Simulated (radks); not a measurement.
Fractional charge and spin in the 2s shell of neon: the spin-up occupation runs from 0 to 1 and the spin-down occupation from 0 to 1; the fullest corner is Ne, [He] 2p6 2s(up 1, down 1). Method: non-relativistic Kohn-Sham, BLYP, spin-polarised, spherical densities, point nucleus; computed with a radial shooting solver on a logarithmic mesh with Libxc functionals. Energy (eV) minus the two flat planes that join the four corners (they meet along the diagonal where the two added fractions sum to one electron); zero is where a piecewise linear energy would lie.

\begin{tabular}{lrrr}
down \ up & 0 & 0.5 & 1 \\ \hline
0 & 0.000 & -2.611 & 0.000 \\
0.5 & -2.611 & 0.582 & -2.277 \\
1 & 0.000 & -2.277 & 0.000 \\
\end{tabular}

Corners above the fullest one (they belong to Ne+ and the next ion): (up 1, down 0) 45.035 eV, (up 0, down 1) 45.035 eV, (up 0, down 0) 111.99 eV. With half an added electron in each spin the energy lies 0.582 eV from the planes, and with half an added electron in spin up alone -2.611 eV. The planes are only a guide here: the flat-plane condition holds for ground states with one frontier orbital, while this shell lies below other occupied shells, so the corners above the fullest one are inner-hole states and not the ground states of those ions.
